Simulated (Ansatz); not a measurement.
`[SiH3]B1OCO1` + `[NH2][Sn][OH]` → `[NH2][Sn][O][SiH3]` + `B1OCO1`  (cleavage of the Si–B bond)

Program: Ansatz. Geometries: PBE0-D4/def2-TZVP. ΔE: electronic, gas phase. CBS: MP2 limit from def2 TZ/QZ plus the TZ coupled-cluster correction, frozen cores. Functionals use def2-TZVPP. B3LYP here is the variant with VWN-RPA as its local correlation; programs differ in this. def2 core potentials past Kr. For Sn outer-core shells are correlated without core-valence functions, which leaves a few kJ/mol of doubt a bond. One conformer a species, not always the lowest.

`[SiH3]B1OCO1`:

Cartesian coordinates in Å:
```
Si 0.045 -0.905 -1.698
B -0.016 0.049 0.076
O 0.436 1.304 0.455
C -0.049 0.929 1.739
O -0.503 -0.350 1.312
H 1.300 -1.699 -1.796
H -1.111 -1.831 -1.829
H 0.017 0.075 -2.816
H -0.868 1.569 2.077
H 0.750 0.859 2.480
```

`[NH2][Sn][OH]`:

Z-matrix (Å, degrees):
```
N
Sn 1 2.022
H 1 1.010 2 126.2
H 1 1.009 2 123.1 3 -180.0
O 2 1.984 1 96.6 3 -0.1
H 5 0.960 2 116.5 1 -0.1
```

`[NH2][Sn][O][SiH3]`:

Z-matrix (Å, degrees):
```
Si
O 1 1.623
H 1 1.489 2 110.7
H 1 1.489 2 110.7 3 -120.4
H 1 1.496 2 112.1 3 119.8
Sn 2 1.989 1 144.0 3 -119.2
N 6 2.011 2 95.2 1 -0.1
H 7 1.010 6 124.3 2 -0.1
H 7 1.008 6 124.2 2 -179.9
```

`B1OCO1`:

Cartesian coordinates in Å:
```
B -0.269 -0.279 0.992
O 0.366 -0.992 -0.006
C 0.204 0.212 -0.752
O -0.448 0.907 0.308
H -0.569 -0.590 2.097
H -0.445 0.077 -1.620
H 1.161 0.666 -1.019
```

Q: Is it downhill or uphill in electronic energy at CCSD(T)/CBS, and by how much? (Best estimate.)

A: Ansatz gave: Downhill: ΔE = -128.3 kJ/mol.

Q: What do these levels give: PBE-D4, PBE0-D4, B3LYP-D4, ωB97X-V, PBE0, MP2/def2-TZVPP, SCS-MP2/def2-TZVPP, CCSD(T)/def2-TZVPP, HF/def2-QZVPP, MP2/def2-QZVPP, SCS-MP2/def2-QZVPP, CCSD/CBS(def2)? (Estimate.)

A: Computed: PBE-D4 -104.1, PBE0-D4 -113.5, B3LYP-D4 -127.8, ωB97X-V -123.2, PBE0 -111.4, MP2/def2-TZVPP -134.4, SCS-MP2/def2-TZVPP -136.7, CCSD(T)/def2-TZVPP -126.5, HF/def2-QZVPP -152.3, MP2/def2-QZVPP -136.3, SCS-MP2/def2-QZVPP -138.5, CCSD/CBS(def2) -131.2 kJ/mol.

Largest T1 diagnostic among the species: 0.017.

From PBE to PBE0 (25 % exact exchange), in def2-TZVPP and without D4, ΔE moves by −9.8 kJ/mol. The D4 term adds −4.0 kJ/mol with B3LYP and −2.1 kJ/mol with PBE0; it sums over pairs of atoms, weighted by their polarisabilities, and B3LYP, whose exchange is more repulsive, gets the larger term.
